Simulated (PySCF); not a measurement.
**A small calculation by hand: dipole moment from atomic charges**

Zr(Cl)2(OH)2 (Cl₂H₂O₂Zr), SMILES [OH][Zr]([OH])([Cl])[Cl], multiplicity 1. Atoms are numbered in the order given.

```xyz
7

Zr     0.0000     0.0000    -0.2776
Cl    -1.9473     0.0000     1.0835
Cl     1.9473     0.0000     1.0835
O      0.0000    -1.5677    -1.3606
H      0.0000    -2.3001    -1.9810
O      0.0000     1.5677    -1.3606
H      0.0000     2.3001    -1.9810
```
Charge 0, spin multiplicity 1.

Geometry optimised at B3LYP-D3(BJ)/def2-SVP. The spin state was assumed, not searched. The structure was generated by enumeration; whether it is a known compound was not checked. The def2 effective core potentials stand for the cores of Zr; spin–orbit coupling is left out. Other conformers were not sampled.

Charges (e) from PySCF with PBE/def2-TZVP:

```json
[
 {"atom": "Zr1", "Mulliken": "1.436", "ESP fit": "0.880"},
 {"atom": "Cl2", "Mulliken": "-0.382", "ESP fit": "-0.250"},
 {"atom": "Cl3", "Mulliken": "-0.382", "ESP fit": "-0.250"},
 {"atom": "O4", "Mulliken": "-0.665", "ESP fit": "-0.626"},
 {"atom": "H5", "Mulliken": "0.328", "ESP fit": "0.435"},
 {"atom": "O6", "Mulliken": "-0.665", "ESP fit": "-0.626"},
 {"atom": "H7", "Mulliken": "0.328", "ESP fit": "0.435"}
]
```

The dipole moment of the full density is 3.89 D.

Question: What dipole moment does each set of point charges give, and which comes closer to that of the density?

Answer: 
μ = Σ q r, and 1 e Å = 4.8032 D.
Mulliken: Σ q r = (0.000, 0.000, -0.716) e Å, |μ| = 3.44 D.
ESP fit: Σ q r = (0.000, 0.000, -0.806) e Å, |μ| = 3.87 D.
ESP fit comes closer in size. Point charges leave out the atoms' own dipoles (lone pairs, polarised bonds); fits to the potential absorb them, partitions of the density don't.
